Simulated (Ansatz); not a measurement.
Molecule: sum formula SiCl$_{2}$F$_{2}$, charge 0, multiplicity 1. 
Coordinates optimised at B3LYP-D3(BJ)/def2-TZVP (Ansatz, a first-principles code):
SMILES: F[Si](F)(Cl)Cl
```xyz
5

Si    -0.0174    -0.3276     0.0117
F      0.0230    -1.2155     1.3135
F     -0.1563    -1.2966    -1.2238
Cl    -1.6227     0.8923     0.0862
Cl     1.7076     0.7074    -0.1433
```

Basis-set convergence of Hartree-Fock and CCSD correlation energies (hartree) with Ansatz. Valence correlation only, unless marked. No spin-orbit coupling. No relativistic terms.

```csv
basis,functions,E(HF),"E(corr, CCSD)"
cc-pV(D+d)Z,97,-1407.06597,-0.76282
cc-pV(T+d)Z,177,-1407.20347,-1.01475
cc-pV(Q+d)Z,302,-1407.23451,-1.10553
cc-pV(5+d)Z,482,-1407.24099,-1.13780
```

Extrapolating the two largest sets (X = 4 and 5) as X^-3: E(corr) = (125·(-1.13780) - 64·(-1.10553))/61 = -1.1717 Eh, an estimate of the basis-set limit. The largest set recovers 97.1 % of it, the smallest 65.1 %.
